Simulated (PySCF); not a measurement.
SMILES C=C[SiH2]C(F)(F)F, GFN2-xTB optimised geometry.

```
12

C      1.34    -1.64     0.00
C      0.01    -1.64     0.00
Si    -1.10    -0.12     0.00
C      0.07     1.44     0.05
F     -0.64     2.59     0.09
F      0.88     1.47     1.13
F      0.88     1.54    -1.03
H      1.92    -0.73     0.00
H      1.91    -2.55     0.00
H     -0.50    -2.59     0.00
H     -1.92     0.01     1.20
H     -1.86     0.04    -1.23
```

Density from PySCF with PBE0/def2-TZVP at that geometry.

Minimum of the electron density along straight lines between bonded atoms, close to the bond critical point (lines longer than 1.1 times the sum of covalent radii, or with two minima, are not listed):

| bond | length / Å | ρ at the minimum / e bohr⁻³ | ∇²ρ there / e bohr⁻⁵ | position (fraction from the first atom) |
|---|---|---|---|---|
| C1–C2 | 1.328 | … | -1.07 | 0.50 |
| C2–Si3 | 1.876 | 0.121 | 0.19 | 0.61 |
| Si3–C4 | 1.950 | … | … | 0.38 |
| C4–F5 | 1.349 | 0.276 | -0.40 | 0.34 |
| C4–F6 | 1.350 | 0.276 | -0.40 | 0.34 |
| C4–F7 | 1.350 | 0.276 | -0.40 | 0.34 |
| C1–H8 | 1.077 | 0.291 | -1.06 | 0.65 |
| C1–H9 | 1.079 | 0.288 | -1.04 | 0.65 |
| C2–H10 | 1.084 | 0.282 | -0.98 | 0.64 |
| Si3–H11 | 1.462 | 0.126 | 0.19 | 0.49 |
| Si3–H12 | 1.463 | 0.126 | 0.19 | 0.49 |

Q: Some entries are withheld; supply them.

A: 
- C1–C2, ρ at the minimum / e bohr⁻³: 0.351
- Si3–C4, ρ at the minimum / e bohr⁻³: 0.111
- Si3–C4, ∇²ρ there / e bohr⁻⁵: 0.17
